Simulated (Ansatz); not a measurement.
Mulliken charges of `[OH][Mo]([OH])([Cl])([Cl])([Cl])[Cl]` from PBE/def2-TZVPP in Ansatz (PBE0-D4/def2-TZVP geometry).

```csv
atom,x (Å),y (Å),z (Å),charge (e)
O1,-1.304,-1.209,0.060,-0.277
Mo2,-0.149,0.214,-0.039,0.778
O3,1.145,-0.660,-1.018,-0.281
Cl4,0.518,-0.696,2.037,-0.227
Cl5,1.602,1.716,0.303,-0.174
Cl6,-1.097,0.980,-1.960,-0.151
Cl7,-1.398,1.773,1.062,-0.118
H8,-1.323,-1.833,0.797,0.225
H9,2.005,-0.284,-1.243,0.225
```

Problem. By hand: the dipole of these point charges (1 e Å = 4.8032 D).

Solution. Σ q r = (0.011, -0.287, -0.206) e Å, of length 0.353 e Å = 1.70 D.

Problem. How does the dipole of the full density compare? (An estimate is asked.)

Solution. The calculation gave: (0.068, -0.366, -0.238) e Å, 2.12 D; the point charges give 0.80 times that, at 8° from its direction.

Point charges leave out the atoms' own dipoles, such as those of lone pairs, and Mulliken's split depends on the basis, so the two needn't agree.
